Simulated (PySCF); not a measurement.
# Basis-set dependence of excited states

Species: C4H5ClSi.
Structure used (PBE0-D3(BJ)/def2-SVP), in Å, numbered top down from 1:
```
atom  x, y, z in Å
Cl1    1.286   -0.010   -0.109
C2    -0.433   -0.138   -0.256
C3    -1.111   -1.302   -0.265
Si4   -2.913   -0.834   -0.451
C5    -2.530    1.003   -0.498
C6    -1.195    1.128   -0.379
H7    -0.617   -2.270   -0.183
H8    -3.766   -1.236    0.707
H9    -3.541   -1.351   -1.705
H10   -3.190    1.867   -0.591
H11   -0.649    2.077   -0.367
```

TDDFT with PBE0 (PySCF), vertical singlets, core orbitals frozen in the response, spherical d and f functions. Isolated species at its PBE0-D3(BJ)/def2-SVP geometry, gas phase.

| basis | functions | diffuse | S1 (eV) | S2 (eV) | S3 (eV) | S4 (eV) | S5 (eV) | LUMO (eV) | α (au) |
| --- | --- | --- | --- | --- | --- | --- | --- | --- | --- |
| 6-31G* | 102 | no | 4.40 | 5.72 | 6.03 | 6.13 | 6.16 | -1.58 | 69.5 |
| def2-SVP | 117 | no | 4.39 | 5.57 | 5.94 | 6.04 | 6.43 | -1.75 | 72.2 |
| 6-31+G* | 126 | yes | 4.36 | 5.65 | 5.90 | 5.93 | 6.06 | -1.81 | 80.3 |
| def2-SVPD | 171 | yes | 4.35 | 5.60 | 5.88 | 6.00 | 6.09 | -1.88 | 85.7 |
| aug-cc-pVDZ | 191 | yes | 4.32 | 5.60 | 5.87 | 5.89 | 6.00 | -1.84 | 87.1 |
| def2-TZVP | 228 | no | 4.30 | 5.55 | 5.87 | 5.96 | 6.08 | -1.84 | 81.8 |
| def2-TZVPD | 282 | yes | 4.28 | 5.54 | 5.84 | 5.90 | 5.94 | -1.89 | 87.4 |

Question: How much do these states and the polarisability depend on the basis?

Answer: States are compared by their number. Against the largest diffuse basis here (def2-TZVPD, itself not a converged limit), sets without diffuse functions differ by up to 0.12 eV in S1 and 0.49 eV in S5; the smaller diffuse sets differ by up to 0.08 and 0.15 eV. State by state, the largest deviation of a set without diffuse functions is S1 0.12, S2 0.18, S3 0.19, S4 0.23, S5 0.49 eV. The same number needn't mean the same state in each row. Against def2-TZVPD the polarisability deviates by -20% in 6-31G*, -17% in def2-SVP, -8% in 6-31+G*, -2% in def2-SVPD, 0% in aug-cc-pVDZ, -6% in def2-TZVP. A single + in a Pople set puts diffuse functions on heavy atoms only.
